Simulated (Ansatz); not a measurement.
Reaction (isomerisation): `CC(=O)O[SiH2]Cl` → `CO[Si]1(Cl)CO1`

Isolated molecules relaxed with PBE0-D4/def2-TZVP in Ansatz; ΔE leaves out vibrations. CBS: MP2 limit from def2 TZ/QZ plus the TZ coupled-cluster correction, frozen cores. Functionals use def2-TZVPP. B3LYP here is the variant with VWN-RPA as its local correlation; programs differ in this. Each species was taken in one conformer, which may not be the lowest.

`CC(=O)O[SiH2]Cl`:

Cartesian coordinates in Å:
```
C -0.314 1.956 0.129
C -0.314 0.528 -0.299
O -0.885 0.077 -1.263
O 0.403 -0.273 0.504
Si 0.390 -1.886 0.003
Cl 1.548 -2.821 1.407
H -0.911 2.549 -0.558
H 0.713 2.327 0.157
H -0.712 2.033 1.142
H -0.967 -2.452 0.083
H 1.049 -2.038 -1.304
```

`CO[Si]1(Cl)CO1`:

Z-matrix (Å, degrees):
```
C
O 1 1.413
H 1 1.090 2 108.0
H 1 1.092 2 109.8 3 118.8
H 1 1.093 2 111.5 3 -119.9
Si 2 1.606 1 131.3 3 147.7
C 6 1.782 2 123.3 1 -178.5
Cl 6 2.033 2 110.0 1 -20.5
O 6 1.630 2 120.3 1 118.7
H 7 1.088 6 122.1 2 -7.7
H 7 1.087 6 123.1 2 157.8
```

Task: Is it downhill or uphill in electronic energy at CCSD(T)/CBS, and by how much? (An estimate is asked.)

Result: The calculation gave: Uphill: ΔE = +84.8 kJ/mol.

Task: What do these levels give: ωB97X-V, PBE0, B3LYP, SCS-MP2/def2-TZVPP, MP2/def2-QZVPP, HF/CBS(def2)? (An estimate is asked.)

Result: The calculation gave: ωB97X-V 92.3, PBE0 90.9, B3LYP 95.0, SCS-MP2/def2-TZVPP 89.1, MP2/def2-QZVPP 81.5, HF/CBS(def2) 117.7 kJ/mol.

Largest T1 diagnostic among the species: 0.014.

In def2-TZVPP, CCSD(T) changes the Hartree–Fock value by −29.1 kJ/mol (the triples alone add −0.3 kJ/mol) and MP2 by −34.3 kJ/mol.
